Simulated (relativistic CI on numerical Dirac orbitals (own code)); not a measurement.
## Radial parameters of Os13+

Computed by Dirac-Coulomb-Breit CI, separate exchange-only KLI orbitals for each configuration, model QED (radiative potential, 1s self-energy scaled to tabulated hydrogen-like ionisation energies), unscaled Slater integrals (own radial code, finite nucleus).

Slater integrals F^k, G^k are unscaled and averaged over j, outside the closed core [Kr] 4d10; ζ comes from projecting the Hamiltonian with its Breit term on Σ l·s of the shell.

- 4f13 5s2 5p2: ζ(4f) = 6253.2, F^2(5p,5p) = 105720, F^2(4f,5p) = 78979, G^2(4f,5p) = 30052, G^4(4f,5p) = 25991, ζ(5p) = 90553 cm⁻¹; <r>(4f) = 0.5214, <r^2>(4f) = 0.3248, <r>(5p) = 1.013, <r^2>(5p) = 1.145 (bohr units).
- 4f14 5s 5p2: F^2(5p,5p) = 104960, G^1(5s,5p) = 136340, ζ(5p) = 87732 cm⁻¹; <r>(5s) = 0.9302, <r^2>(5s) = 0.9636, <r>(5p) = 1.02, <r^2>(5p) = 1.162 (bohr units).
- 4f13 5s 5p3: ζ(4f) = 6297.9, G^3(4f,5s) = 35631, F^2(5p,5p) = 105760, F^2(4f,5p) = 79026, G^2(4f,5p) = 29998, G^4(4f,5p) = 25963, G^1(5s,5p) = 137400, ζ(5p) = 90102 cm⁻¹; <r>(4f) = 0.5207, <r^2>(4f) = 0.3238, <r>(5s) = 0.9237, <r^2>(5s) = 0.9502, <r>(5p) = 1.012, <r^2>(5p) = 1.143 (bohr units).

Averages of the first 10 configurations, taken without configuration mixing, which lowers the lowest level and can move excited configurations by several eV; other configurations of the list can lie among them:

```
 Configuration  Parity  States  Average energy above the lowest level (eV)
  4f13 5s2 5p2     odd     210                                        38.5
   4f14 5s 5p2    even      30                                        58.0
   4f13 5s 5p3    even     560                                        86.4
  4f12 5s2 5p3     odd    1820                                        71.1
   4f14 5s2 5p     odd       6                                        12.6
4f13 5s2 5p 5d    even     840                                       103.5
      4f14 5p3     odd      20                                       108.3
   4f12 5s 5p4    even    2730                                       121.7
   4f14 5s2 5d    even      10                                        77.0
4f13 5s2 5p 5f     odd    1176                                       166.7
```
